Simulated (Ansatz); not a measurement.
Reactions of `C=N[SiH](F)F`.

Isolated molecules relaxed with PBE0-D4/def2-TZVP in Ansatz; ΔE leaves out vibrations. CBS: MP2 limit from def2 TZ/QZ plus the TZ coupled-cluster correction, frozen cores. This one scheme is used for every species. Functionals use def2-TZVPP. def2 core potentials past Kr. For Ge, Sb outer-core shells are correlated without core-valence functions, which leaves a few kJ/mol of doubt a bond. Scalar relativity is left out up to krypton. Each species was taken in one conformer, which may not be the lowest.

```csv
reaction,PBE-D4 (kJ/mol),r2SCAN-D4 (kJ/mol),CCSD(T)/CBS(def2) (kJ/mol)
`C=N[SiH](F)F` + `N[SiH2]F` → `F[SiH2]N[SiH](F)F` + `C=N`,-22,-23,-27
`C=N[SiH](F)F` + H₂O → `O[SiH](F)F` + `C=N`,-62,-68,-66
`C=N[SiH](F)F` + `O[SiH2][O][GeH3]` → `O[SiH2]O[SiH](F)F` + `C=[N][GeH3]`,-42,-45,-47
`C=N[SiH](F)F` + `[SiH3][O][SbH2]` → `F[SiH](F)O[SiH3]` + `C=[N][SbH2]`,-57,-60,-61
`C=N[SiH](F)F` + `[CH3][AlH][OH]` → `[CH3][AlH][O][SiH](F)F` + `C=N`,-86,-94,-98
```

Largest T1 diagnostic: 0.015, for `C=[N][SbH2]`.
